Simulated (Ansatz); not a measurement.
`C[S][SbH2]` and `CS[SiH]` differ in one atom or group.

Ansatz, PBE0-D4/def2-TZVP geometries, multiplicity 1. 

Elements past krypton have def2 core potentials.

| property | `C[S][SbH2]` |
| --- | --- |
| LUMO energy (PBE/def2-TZVPP) / eV | -1.79 |
| HOMO–LUMO gap (ωB97M-V/def2-TZVPP) / eV | 9.55 |
| ideal-gas entropy at 298 K and 1 bar (rigid rotor, harmonic PBE0-D4/def2-TZVP) / J/(mol·K) | 339 |
| HOMO energy (B3LYP/def2-TZVPP) / eV | -6.47 |
| size of the dipole moment (PBE/def2-TZVPP) / D | 1.67 |
| HOMO energy (PBE0/def2-TZVPP) / eV | -6.71 |

Problem. What does the change do to each property? (Estimate.)

Solution. Ansatz gave: 
```tsv
property	`CS[SiH]`	shift
LUMO energy (PBE/def2-TZVPP) / eV	-3.04	-1.25
HOMO–LUMO gap (ωB97M-V/def2-TZVPP) / eV	8.42	-1.13
ideal-gas entropy at 298 K and 1 bar (rigid rotor, harmonic PBE0-D4/def2-TZVP) / J/(mol·K)	296	-43
HOMO energy (B3LYP/def2-TZVPP) / eV	-6.49	-0.02
size of the dipole moment (PBE/def2-TZVPP) / D	1.53	-0.14
HOMO energy (PBE0/def2-TZVPP) / eV	-6.68	0.03
```

The zero-point energy changes by -15.1 kJ/mol with -3 modes. Dipoles are sizes alone; their direction can turn. Modes under 60 cm⁻¹, often nearly free rotors, make the harmonic entropy too high.

B3LYP here is the variant with VWN-RPA as its local correlation; programs differ in this.

Spin–orbit coupling is left out; it splits and shifts lone-pair levels of the heavy atoms by tenths of an eV.
